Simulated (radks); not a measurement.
Initial-state core-level shifts of the silver ion Ag3+ when its valence configuration changes from [Kr] 4d8. Calculated with a radial shooting solver on a logarithmic mesh with Libxc functionals: scalar-relativistic Kohn-Sham, PBEsol, spin-polarised, spherical densities, point nucleus; open shells are filled with parallel spins first (spin-orbit coupling, left out, can overturn this in heavy ions). Shifts are changes of the shell-averaged eigenvalues in eV (positive: less bound).

| valence | 1s | 2p | 4s | 4p |
|---|---|---|---|---|
| 4d7 5s1 | -6.087 | -6.466 | -5.377 | -5.110 |
| 4d7 5p1 | -7.337 | -7.694 | -6.624 | -6.345 |
| 4d7.5 5p0.5 | -3.650 | -3.821 | -3.320 | -3.184 |
| 4d7.5 5s0.5 | -3.015 | -3.198 | -2.684 | -2.554 |
| 4d6 5s2 | -12.578 | -13.359 | -10.951 | -10.410 |
| 4d6.5 5s1.5 | -9.305 | -9.881 | -8.161 | -7.760 |
| 4d5.5 5s2 5p0.5 | -16.483 | -17.486 | -14.298 | -13.598 |
| 4d6.5 5s1 5p0.5 | -9.834 | -10.412 | -8.690 | -8.275 |
| 4d6.5 5p1.5 | -11.060 | -11.617 | -9.907 | -9.478 |
